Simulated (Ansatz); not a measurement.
`[Cl][GeH2][GeH3]` + `CNBF` → `C[N]([GeH3])BF` + `[Cl][GeH3]` at 500 K and 1 bar (cleavage of the Ge–Ge bond).

Calculated with Ansatz (gas phase, PBE0-D4/def2-TZVP geometries, no zero-point term in ΔE). CCSD(T)/CBS adds triple-zeta CCSD(T) − MP2 to the extrapolated MP2 energy (def2 sets, frozen cores). This one scheme is used for every species. For Ge outer-core shells are correlated without core-valence functions, which leaves a few kJ/mol of doubt a bond. Scalar relativity is left out up to krypton. One conformer a species, not always the lowest.

```
           species  CCSD(T)/CBS energy (Eh)  H − E (kJ/mol)  S (J/(mol·K))
`[Cl][GeH2][GeH3]`              -4615.04400           148.1          406.9
            `CNBF`               -220.44549           220.6          337.0
  `C[N]([GeH3])BF`              -2297.75856           270.5          430.5
      `[Cl][GeH3]`              -2537.71925            89.2          296.4
```

H − E and S are ideal-gas, rigid-rotor, harmonic terms from PBE0-D4/def2-TZVP, for one conformer and one mirror image of each species. 1 Eh = 2625.50 kJ/mol, R = 8.31446 J/(mol·K).

Question: By hand: ΔE, ΔH, ΔS and ΔG.

Answer: ΔE = (-2297.75856) + (-2537.71925) − (-4615.04400) − (-220.44549) = 0.01168 Eh = 30.7 kJ/mol. Δ(H − E) = 270.5 + 89.2 − 148.1 − 220.6 = -9.0, so ΔH = 21.7 kJ/mol. ΔS = 430.5 + 296.4 − 406.9 − 337.0 = -17.0 J/(mol·K). ΔG = 21.7 − 500 × (-17.0)/1000 = 30.2 kJ/mol.

Question: By hand: the equilibrium constant, and the temperature at which ΔG would vanish if ΔH and ΔS stayed fixed.

Answer: log₁₀ K = −ΔG/(RT ln 10) = -3.2. ΔH and −TΔS have one sign here, so there is no such temperature.

TΔS isn't small against ΔH here. A doubt of 5 kJ/mol in ΔE shifts log₁₀ K by 0.5 here. Other conformers and mirror images would add mixing entropy, several J/(mol·K) or more a flexible species. Modes under 60 cm⁻¹, often nearly free rotors, make the harmonic entropy too high. These are equilibria of isolated gas molecules and say nothing of rates. Largest T1 diagnostic: 0.012 (customary marks: 0.02 for closed shells, 0.045 for open ones).
